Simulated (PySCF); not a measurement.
# Radial density of Re (rhenium, neutral)

B3LYP, [Xe] 4f14 5d5 6s1 6p1, high-spin 8P determinant (an excited configuration). Computed with PySCF 2.14 in ANO-RCC-VTZP (8s7p5d3f2g1h, 104 functions), with scalar relativity by spin-free X2C-1e.

| r (bohr) | 4πr²ρ (e/bohr) | 4πr²(ρα − ρβ) |
| --- | --- | --- |
| 0.0193 | 92.85 | 0.0009 |
| 0.0324 | 102.8 | 0.0119 |
| 0.0545 | 138.6 | 0.0740 |
| 0.0916 | 107.6 | 0.2298 |
| 0.154 | 127.0 | 0.1473 |
| 0.259 | 69.34 | 0.0807 |
| 0.436 | 77.94 | 0.4321 |
| 0.733 | 29.04 | 0.3412 |
| 1.23 | 12.60 | 2.9631 |
| 2.07 | 3.412 | 2.5670 |
| 3.49 | 1.006 | 0.9990 |
| 5.87 | 0.07236 | 0.0724 |
| 9.87 | 0.0002604 | 0.0003 |

Densities and radii are taken from the X2C orbitals without a picture-change correction, which distorts them close to the nucleus.

Spin-orbit coupling, absent here, splits the open shell strongly.
